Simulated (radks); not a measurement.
Results of a calculation; reference values are marked as such.
Q: These are the eigenvalues of the occupied orbitals of an atom or ion with whole-number occupations (hartree). Code: a radial shooting solver on a logarithmic mesh with Libxc functionals. Model: non-relativistic Kohn-Sham, PBE, spin-polarised, spherical densities, point nucleus.

| orbital | eigenvalue |
|---|---|
| 1s | -510.7930 |
| 2s | -66.37464 |
| 2p | -60.04317 |
| 3s | -9.34684 |
| 3p | -7.09653 |
| 3d | -3.06298 |
| 4s | -0.81467 |
| 4p | -0.34114 |

Which element is it, and in what charge state? The configuration may be excited. Open shells, if any, are filled with parallel spins first.

A: Z = 36, krypton, charge 0: Kr in [Kr]. The list shows which subshells hold electrons but not how many an open one holds; the 1s level, -510.79 hartree, gives Z - s = 32.0 by -(Z - s)^2/2, which with screening narrows Z to a few neighbours, and the depths of the outer levels then fix element, charge and occupations together.
